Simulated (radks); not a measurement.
Question: The mean radii <r> (bohr) of the occupied orbitals of an atom or ion are listed with their occupations. Method: scalar-relativistic Kohn-Sham, exchange-only LDA, spin-polarised, spherical densities, point nucleus; computed with a radial shooting solver on a logarithmic mesh with Libxc functionals.

| orbital | occ. | <r> |
|---|---|---|
| 1s | 2 | 0.02724 |
| 2s | 2 | 0.1171 |
| 2p | 6 | 0.1023 |
| 3s | 2 | 0.3102 |
| 3p | 6 | 0.3069 |
| 3d | 10 | 0.2811 |
| 4s | 2 | 0.6495 |

Name the element and its charge. Open shells, if any, are filled with parallel spins first.

Answer: Z = 53, iodine, charge +23: I23+ in [Ar] 3d10 4s2. The 1s radius gives Z: for a bare nucleus <r> = (2 gamma + 1)/(2Z) with gamma = sqrt(1 - (Z/c)^2), 0.02683 bohr for Z = 53, and screening makes it slightly larger (0.02724 here). The occupations add up to 30, and the charge is Z minus that.
